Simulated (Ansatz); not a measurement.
Process, species as SMILES: CB([S])S -> CB([S-])S (an electron is taken up)
Each molecule is optimised on its own at B3LYP-D3(BJ)/def2-TZVP (Ansatz, a first-principles code), one conformer each, not searched for the lowest.

Property: adiabatic electron affinity (electronic energy difference), positive where the reaction releases energy, in eV. Cores are frozen in the correlated levels unless marked. Open shells are spin-unrestricted. No spin-orbit coupling. No relativistic terms. Anions need diffuse functions: aug- sets have them; def2-D sets add few; the other sets have none. Basis-set limits of correlation are two-point, X^-3; Hartree-Fock from the larger set.

CCSD(T)/CBS(aug-cc-pV(T+d)Z,aug-cc-pV(Q+d)Z) (Ansatz) gives 2.83 eV.

Task: Another calculation gave 2.60 eV. Which level was it?
(A) BHLYP/def2-TZVPD (Ansatz)
(B) SVWN5/def2-TZVPD (Ansatz)
(C) revPBE/def2-TZVPD (Ansatz)

Result: C, revPBE/def2-TZVPD (Ansatz). The others give 2.46 (BHLYP), 2.87 (SVWN5) eV.
